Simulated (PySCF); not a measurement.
# Electron correlation in Au (gold, neutral)

[Xe] 4f14 5d9 6s1 6p1, one real determinant (an excited configuration). Calculation: PySCF 2.14, in aug-cc-pwCVDZ-PP with ECP60MDF; a scalar-relativistic core potential. Frozen: 5s2 5p6; 11 electrons correlated.

```csv
level,correlation energy (mhartree)
CCSD,-279.01
(T),-7.45
CCSD(T),-286.46
```

Diagnostics: T1 = 0.011, D1 = 0.0451, largest double amplitude 0.046.

The real determinant used has ⟨L²⟩ near 8 against 12 for a pure F term, so it mixes terms. Spin-orbit coupling, absent here, splits the open shell strongly.

Cost of the coupled-cluster step: roughly 17 core-seconds, for 11 correlated electrons.

Iterations:

```
CC2 = 0
CCSD nocc = (np.int64(7), np.int64(4)), nmo = (66, 66)
frozen orbitals [[0, 1, 2, 3], [0, 1, 2, 3]]
max_cycle = 100
direct = 0
conv_tol = 1e-08
conv_tol_normt = 1e-06
diis_space = 8
diis_start_cycle = 0
Init t2, MP2 energy = -0.290901173048566
Init E_corr(UCCSD) = -0.290901173048654
cycle = 1  E_corr(UCCSD) = -0.273183529290377  dE = 0.0177176438  norm(t1,t2) = 0.0505485
cycle = 2  E_corr(UCCSD) = -0.277619758968234  dE = -0.00443622968  norm(t1,t2) = 0.0179412
cycle = 3  E_corr(UCCSD) = -0.278278074383884  dE = -0.000658315416  norm(t1,t2) = 0.0110318
cycle = 4  E_corr(UCCSD) = -0.278835693842605  dE = -0.000557619459  norm(t1,t2) = 0.00596841
cycle = 5  E_corr(UCCSD) = -0.278882115914959  dE = -4.64220724e-05  norm(t1,t2) = 0.00424742
cycle = 6  E_corr(UCCSD) = -0.278889625587631  dE = -7.50967267e-06  norm(t1,t2) = 0.00263154
cycle = 7  E_corr(UCCSD) = -0.279029807504692  dE = -0.000140181917  norm(t1,t2) = 0.00190346
cycle = 8  E_corr(UCCSD) = -0.279002251721014  dE = 2.75557837e-05  norm(t1,t2) = 0.000636372
cycle = 9  E_corr(UCCSD) = -0.279001929903141  dE = 3.21817873e-07  norm(t1,t2) = 0.000142981
cycle = 10  E_corr(UCCSD) = -0.279006036729972  dE = -4.10682683e-06  norm(t1,t2) = 6.8213e-05
cycle = 11  E_corr(UCCSD) = -0.279005235207717  dE = 8.01522255e-07  norm(t1,t2) = 3.67767e-05
cycle = 12  E_corr(UCCSD) = -0.279005454915557  dE = -2.1970784e-07  norm(t1,t2) = 1.91414e-05
cycle = 13  E_corr(UCCSD) = -0.279005377815046  dE = 7.71005114e-08  norm(t1,t2) = 7.39654e-06
cycle = 14  E_corr(UCCSD) = -0.279005360343068  dE = 1.74719774e-08  norm(t1,t2) = 2.52192e-06
cycle = 15  E_corr(UCCSD) = -0.279005392987212  dE = -3.26441442e-08  norm(t1,t2) = 6.14398e-07
cycle = 16  E_corr(UCCSD) = -0.279005387277046  dE = 5.7101664e-09  norm(t1,t2) = 2.04947e-07
UCCSD converged
E(UCCSD) = -134.8847196720334  E_corr = -0.2790053872770459
UCCSD(T) correction = -0.00745356823932804
```

The reference is one real determinant that mixes LS terms of this configuration.
